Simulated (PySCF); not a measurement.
# Computed properties of Si(H)2(NCO)(OMe) (C2H5NO2Si), SMILES CO[SiH2]N=C=O

Si(H)2(NCO)(OMe) (C2H5NO2Si), SMILES CO[SiH2]N=C=O. Geometry: B3LYP-D3(BJ)/def2-SVP. Other conformers were not sampled. All values are computed for the isolated molecule unless a solvent is named; none is compared with measurement here.

**Structure.** The optimised structure has Cs symmetry. All 27 harmonic modes at B3LYP-D3(BJ)/def2-SVP (PySCF) are real, so it is a minimum. With heavy atoms numbered as in [SiH2:1]([N:2]=[C:3]=[O:4])[O:5][CH3:6], the shortest bond between them is C3–O4 at 1.171 Å and the longest Si1–N2 at 1.714 Å.

**Vibrations.** The strongest infrared lines (harmonic, unscaled, degenerate partners summed) lie at 2457 cm⁻¹ (1515 km/mol, C 69 %, N 19 %, O 11 %), 938 cm⁻¹ (491 km/mol, H 82 %, Si 16 %), 1151 cm⁻¹ (239 km/mol, O 39 %, C 32 %, H 27 %). The softest mode is at 39 cm⁻¹ and the zero-point energy is 46.2 kcal/mol.

**Electronic structure.** HF/def2-TZVP (PySCF) places the frontier levels at -11.87 and 3.11 eV, a gap of 14.98 eV, and gives a dipole moment of 3.54 D and a mean polarisability of 55.5 bohr³. PBE/def2-TZVP (PySCF) at the same geometry gives -6.88 and -0.93 eV, so its gap is 9.03 eV narrower. An orbital gap is neither the optical nor the fundamental gap.

**Excitations.** TDA-ωB97X/def2-SVPD (PySCF) has S1 at 7.17 eV (173 nm, f = 0.002, dark); the most intense of the 10 singlets computed lies at 8.80 eV (f = 0.09). T1 (TDA) is at 6.74 eV, 0.43 eV under S1. TDA-PBE/def2-SVPD (PySCF) puts S1 at 6.02 eV. No vertical singlet excitation falls in the visible range (under 3.1 eV).

**NMR.** GIAO shifts at PBE0/pcSseg-1 (PySCF) (non-relativistic, atoms alike by connectivity averaged): ¹³C from 53.8 to 128.9 ppm against TMS; ¹H from 4.0 to 5.1 ppm against TMS; ²⁹Si at -45.9 ppm against TMS.

**Solvation.** SMD-B3LYP/def2-SVP (PySCF) gives 2.3 kcal/mol in water, -0.2 kcal/mol in ethanol, -2.7 kcal/mol in diethylether (1 M in both phases, gas-phase geometry); of these solvents diethylether holds the molecule best.
